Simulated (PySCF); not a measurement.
Computed data sheet: `CN[SiH2]C(F)(F)F`

C2H6F3NSi.
SMILES with atom numbers: `[CH3:1][NH:2][SiH2:3][C:4]([F:5])([F:6])[F:7]` (hydrogens: H8, H9, H10 on C1; H11 on N2; H12, H13 on Si3)

Some functional groups and rings: CF3 group, C–F bond, Si–H bond and C–Si bond.

From GFN2-xTB geometry:

* Point group of the GFN2-xTB geometry: C1
* Rotational constants A, B, C of the GFN2-xTB geometry: 3.242, 1.544, 1.324 GHz

**wB97X-D/def2-SVPD ground state and vertical TDDFT (core frozen in the response) (PySCF)**

* Dipole moment: 3.50 D
* HOMO energy: -9.20 eV
* LUMO energy: 1.65 eV
* HOMO–LUMO gap: 10.85 eV
* Lowest singlet excitation: 6.15 eV (202 nm, f = 0.012)
* Strongest line among the 8 lowest singlet transitions: S6 at 8.34 eV (149 nm, f = 0.046)
* Lowest triplet excitation (Tamm–Dancoff): 5.84 eV
* Static isotropic polarisability: 61.1 au
* Electronic spatial extent ⟨r²⟩ about the centre of nuclear charge: 939 bohr²

**PBE0/pcSseg-1 ground state and GIAO shieldings, non-relativistic (PySCF)**

- Lowest Hirshfeld atomic charge: -0.24 e on N2
- Highest Hirshfeld atomic charge: +0.36 e on Si3
- 13C chemical shifts (computed TMS as zero) by class: 139.1 (C4), 31.8 (C1) ppm
- 1H chemical shifts (computed TMS as zero) by class: 4.86 (H12/H13), 2.91 (H8/H9/H10), -0.17 (H11) ppm
- Isotropic shieldings of nuclei other than C and H, by class: 258 (N2), 244 (F5/F6/F7), 391 (Si3) ppm
- Mayer bond orders between heavy atoms: C1–N2 0.94, N2–Si3 1.08, Si3–C4 0.80, C4–F5 0.97, C4–F6 0.95, C4–F7 0.96

Monoisotopic mass from the formula: 129.0222 u.

The polarisability is 9.06 Å³ as a volume (1 au = 0.148185 Å³), or 0.93 au for each of the 66 electrons. The largest Löwdin shares of the HOMO are 0.57 on N2, 0.12 on C1, 0.10 on Si3 and 0.06 on H10. The principal polarisabilities are 55.8, 60.1 and 67.4 au; their mean is the isotropic value. With B = h/(8π²I), that is 505.379 GHz u Å² over I, the principal moments of inertia are 155.9, 327.3 and 381.7 u Å² (most abundant isotopes).

Geometry: GFN2-xTB, one conformer, isolated molecule. NMR classes are plain means over equivalent atoms (diastereotopic ones count apart unless rotation or inversion swaps them), as if these changed places fast; in this geometry the members of some classes differ.

Conformer computed: `[CH3:1][NH:2][SiH2:3][C:4]([F:5])([F:6])[F:7]`: C1–N2–Si3–C4 43°, N2–Si3–C4–F5 166°.
